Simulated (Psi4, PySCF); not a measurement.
Psi4 was given this input:
```
memory 2 GB

molecule mol {
0 1
H     0.000000    0.000000    0.368583
H     0.000000    0.000000   -0.368583
}

set {
  basis 6-31g**
  reference rhf
  freeze_core true
  mp2_type conv
  scf_type pk
  puream true
  d_convergence 1e-8
}

energy('mp2')
print_variables()
```

Question: Write the same job for PySCF.

Answer: One answer among several that fit: 
```python
from pyscf import gto, scf, mp

mol = gto.M(
    atom='''
H     0.00000000    0.00000000    0.36858300
H     0.00000000    0.00000000   -0.36858300
''',
    basis='6-31g**',
    verbose=4,
)

mf = scf.RHF(mol)
mf.kernel()

pt = mp.MP2(mf, frozen=0)
pt.kernel()
print('E(MP2) = %.10f' % pt.e_tot)
```

Both were run: Psi4 gave -1.157653 Eh and PySCF -1.157653 Eh, 0.000 mEh apart.
